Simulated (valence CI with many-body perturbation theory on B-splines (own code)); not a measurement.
**Mo2+: electric-dipole lines**

Method: valence CI with perturbative core correlation (CI+MBPT): four valence electrons over a frozen Dirac-Fock core [Kr], a basis of 7 s, 7 p, 8 d, 6 f, 4 g, 1 h functions for each j, with the one-electron correlation potential Σ1 (screened to all orders), the two-electron term Σ2, the three-electron term Σ3, Breit, model QED; selected single and double excitations, second order for the rest, scaled by the run's own slope (own B-spline code, finite nucleus).

Set against measurement, 67 paired levels are off by 561 cm⁻¹ on average, the worst by 1275. These come from a selection out of Sugar and Musgrove, J. Phys. Chem. Ref. Data 17, 155 (1988). Levels without a partner in it may be off by more, other configurations by 1,000 to 8,000 cm⁻¹. Among the levels kept, up to 470 cm⁻¹ of a level comes from second order outside the variational space, and about a tenth of that is noise between levels of different J, which matters for small intervals.

Lines 51 to 100 of 592 in falling wavelength, among levels below 124753 cm⁻¹, chosen from the strongest by gf and those to the six lowest levels. Wavelengths and rates use the calculated energies, so an error of 600 cm⁻¹ moves a line at 247.1 nm by 1.5 % and its rate by three times that or more. Electric multipoles are in the length gauge, E1 and E2 with the static RPA response of the core. Weak lines are less certain than strong ones. Lines between different terms over intervals too small for the method are left out, as are lines whose strength nearly cancels. Where a level lies close to another of its J and parity, the split of strength between their lines is uncertain. The highest levels of a list are the least certain.

Names give the largest LS component (configuration and term), which can be under half, so a name can repeat, a term be missing and a line seem to break the LS rules; names also repeat where a configuration has a term twice. Letters in brackets count levels of one name in rising energy.

| λ vac (nm) | λ from measured levels | Upper | Lower | A (s⁻¹) | log gf | Branch % |
| --- | --- | --- | --- | --- | --- | --- |
| 255.6 |  | 4d3.5p 3H°_5 [a] | 4d3.5s 3G_5 | 5.26e+07 | -0.25 | 10.2 |
| 255.5 |  | 4d3.5p 3I°_5 | 4d3.5s 1G_4 | 8.19e+07 | -0.05 | 15.9 |
| 255.1 |  | 4d3.5p 3F°_2 [a] | 4d3.5s 3F_2 [a] | 1.48e+08 | -0.14 | 26.3 |
| 254.8 |  | 4d3.5p 3F°_3 [a] | 4d3.5s 3F_3 [a] | 1.55e+08 | 0.02 | 25.9 |
| 254.3 |  | 4d3.5p 3G°_4 [b] | 4d3.5s 3H_5 | 1.62e+07 | -0.85 | 1.3 |
| 253.4 |  | 4d3.5p 3F°_4 [b] | 4d3.5s 3H_4 | 3.53e+07 | -0.51 | 3.5 |
| 253.4 |  | 4d3.5p 3P°_1 [b] | 4d3.5s 3P_2 [a] | 1.50e+08 | -0.36 | 14.8 |
| 253.3 |  | 4d3.5p 3H°_5 [a] | 4d3.5s 3G_4 | 1.47e+08 | 0.19 | 28.5 |
| 253.2 |  | 4d3.5p 1H°_5 [a] | 4d3.5s 3H_4 | 8.41e+07 | -0.05 | 16.6 |
| 253.0 |  | 4d3.5p 1G°_4 [a] | 4d3.5s 1G_4 | 1.52e+08 | 0.12 | 14.8 |
| 253.0 |  | 4d3.5p 3D°_3 [e] | 4d3.5s 3P_2 [b] | 8.87e+07 | -0.22 | 7.9 |
| 251.6 |  | 4d3.5p 3F°_2 [c] | 4d3.5s 3P_1 [b] | 3.17e+07 | -0.82 | 2.6 |
| 249.7 |  | 4d3.5p 3G°_4 [b] | 4d3.5s 3H_4 | 6.21e+07 | -0.28 | 4.8 |
| 249.6 |  | 4d3.5p 3P°_0 [c] | 4d3.5s 3P_1 [a] | 1.60e+08 | -0.83 | 24.7 |
| 247.6 |  | 4d3.5p 3F°_2 [d] | 4d3.5s 3F_2 [b] | 1.66e+08 | -0.12 | 20.1 |
| 247.5 |  | 4d3.5p 3D°_2 [b] | 4d3.5s 3D_1 [a] | 2.91e+07 | -0.87 | 3.7 |
| 247.1 | 243.8 | 4d3.5p 5G°_2 | 4d3.5s 5F_2 | 7.44e+07 | -0.47 | 23.5 |
| 247.1 |  | 4d3.5p 1G°_4 [b] | 4d3.5s 1G_4 | 1.84e+07 | -0.82 | 2.5 |
| 246.7 |  | 4d3.5p 1F°_3 [a] | 4d3.5s 1D_2 [a] | 1.57e+08 | 0.00 | 10.2 |
| 246.6 |  | 4d3.5p 3F°_2 [d] | 4d3.5s 3F_3 [b] | 4.26e+07 | -0.71 | 5.2 |
| 246.4 |  | 4d3.5p 3D°_1 [d] | 4d3.5s 3P_0 [b] | 1.08e+08 | -0.53 | 8.8 |
| 246.3 |  | 4d3.5p 3D°_3 [f] | 4d3.5s 3P_2 [b] | 7.16e+07 | -0.34 | 7.5 |
| 246.1 |  | 4d3.5p 3H°_6 [a] | 4d3.5s 3G_5 | 1.63e+08 | 0.28 | 34.3 |
| 246.0 |  | 4d3.5p 3D°_1 [c] | 4d3.5s 3P_1 [b] | 5.27e+07 | -0.84 | 4.5 |
| 246.0 |  | 4d3.5p 3D°_2 [c] | 4d3.5s 3P_1 [b] | 5.07e+07 | -0.64 | 4.6 |
| 245.9 |  | 4d3.5p 3D°_1 [b] | 4d3.5s 3P_1 [a] | 6.50e+07 | -0.75 | 8.4 |
| 245.8 |  | 4d3.5p 3D°_1 [f] | 4d3.5s 3D_1 [b] | 1.64e+08 | -0.35 | 13.7 |
| 245.7 |  | 4d3.5p 3D°_1 [b] | 4d3.5s 3P_0 [a] | 1.63e+08 | -0.35 | 21.0 |
| 245.6 | 242.3 | 4d3.5p 5G°_3 | 4d3.5s 5F_3 | 8.65e+07 | -0.26 | 26.5 |
| 245.4 |  | 4d3.5p 3G°_5 [c] | 4d3.5s 1H_5 | 8.66e+07 | -0.07 | 5.7 |
| 245.4 |  | 4d3.5p 3F°_3 [c] | 4d3.5s 3F_3 [b] | 2.10e+08 | 0.12 | 25.2 |
| 245.1 |  | 4d3.5p 3G°_5 [b] | 4d3.5s 3H_4 | 3.97e+07 | -0.41 | 3.6 |
| 245.0 |  | 4d3.5p 3D°_1 [f] | 4d3.5s 3D_2 [b] | 1.00e+08 | -0.57 | 8.4 |
| 244.7 | 241.3 | 4d3.5p 5G°_2 | 4d3.5s 5F_1 | 2.30e+08 | 0.01 | 72.7 |
| 244.5 |  | 4d3.5p 3D°_2 [f] | 4d3.5s 3D_2 [b] | 1.67e+08 | -0.13 | 14.2 |
| 244.4 |  | 4d3.5p 3F°_3 [c] | 4d3.5s 3F_4 [b] | 3.97e+07 | -0.60 | 4.8 |
| 244.4 |  | 4d3.5p 1F°_3 [c] | 4d3.5s 1D_2 [b] | 2.37e+08 | 0.17 | 22.9 |
| 243.9 | 240.4 | 4d3.5p 5G°_4 | 4d3.5s 5F_4 | 7.69e+07 | -0.21 | 22.7 |
| 243.9 |  | 4d3.5p 3F°_3 [b] | 4d3.5s 3P_2 [a] | 2.49e+07 | -0.81 | 2.9 |
| 243.7 |  | 4d3.5p 1G°_4 [c] | 4d3.5s 1F_3 | 2.02e+08 | 0.21 | 23.3 |
| 243.5 |  | 4d3.5p 3D°_2 [f] | 4d3.5s 3D_3 [b] | 9.40e+07 | -0.38 | 8.0 |
| 242.9 |  | 4d3.5p 3H°_5 [b] | 4d3.5s 3H_6 | 2.47e+07 | -0.62 | 2.3 |
| 242.8 |  | 4d3.5p 3F°_2 [c] | 4d3.5s 3D_2 [a] | 4.01e+07 | -0.75 | 3.3 |
| 242.7 |  | 4d3.5p 3G°_3 [b] | 4d3.5s 3G_4 | 6.67e+07 | -0.38 | 6.8 |
| 242.7 |  | 4d3.5p 3H°_4 [b] | 4d3.5s 3H_4 | 9.09e+07 | -0.14 | 7.8 |
| 242.1 |  | 4d3.5p 3H°_5 [b] | 4d3.5s 3H_5 | 1.82e+08 | 0.24 | 16.8 |
| 242.0 | 238.8 | 4d3.5p 5G°_3 | 4d3.5s 5F_2 | 2.22e+08 | 0.14 | 68.2 |
| 242.0 |  | 4d3.5p 3P°_2 [b] | 4d3.5s 3P_2 [a] | 4.49e+07 | -0.71 | 4.5 |
| 241.9 |  | 4d3.5p 3F°_4 [d] | 4d3.5s 3F_4 [b] | 2.54e+08 | 0.30 | 31.1 |
| 241.9 |  | 4d3.5p 1F°_3 [b] | 4d3.5s 1F_3 | 2.46e+08 | 0.18 | 22.1 |

**Question.** How does gf follow from A for the line at 242.8 nm?

**Answer.** gf = 1.4992 × (2J+1)_upper × A / σ², with σ = 41183 cm⁻¹ and 2J+1 = 5: gf = 0.177.
